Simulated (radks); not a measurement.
The tellurium anion Te2-, [Xe], held by a Watson sphere: a shell of charge +1.44 at radius R that stands for the Madelung well of a crystal (potential energy -1.44/R inside, -1.44/r outside, in hartree with lengths in bohr). All-electron calculation, scalar-relativistic Kohn-Sham, LDA (Slater exchange, Perdew-Wang correlation), spin-polarised, spherical densities, point nucleus. Program: a radial shooting solver on a logarithmic mesh with Libxc functionals. Response by self-consistent Sternheimer equations with the Hartree and adiabatic LDA kernel, the relativistic mass of each level held fixed and spin-orbit coupling left out. The sphere does not respond.

R (bohr)  e(4d) (eV)  e(5s) (eV)  e(5p) (eV)  <r> 5p (bohr)  sum of <r^2> (bohr^2)  X-ray form factor at sin(theta)/lambda = 0.2 1/angstrom  alpha (bohr^3)
2.46         -36.888     -12.037      -3.197          2.736                  81.91                                                   41.647           60.23
2.49         -36.849     -11.995      -3.180          2.743                  82.19                                                   41.641           60.87
2.86         -36.506     -11.512      -2.940          2.825                  85.82                                                   41.576           70.08
3.18         -36.322     -11.149      -2.705          2.895                  89.00                                                   41.543           79.99
3.28         -36.273     -11.044      -2.629          2.916                  89.99                                                   41.537           83.46
3.72         -36.080     -10.630      -2.290          3.005                  94.26                                                   41.524           100.9
4.9          -35.596      -9.797      -1.461          3.203                  105.1                                                   41.543           168.8
5.06         -35.534      -9.708      -1.363          3.226                  106.5                                                   41.547           180.9
5.98         -35.203      -9.272      -0.873          3.348                  114.7                                                   41.564           272.1
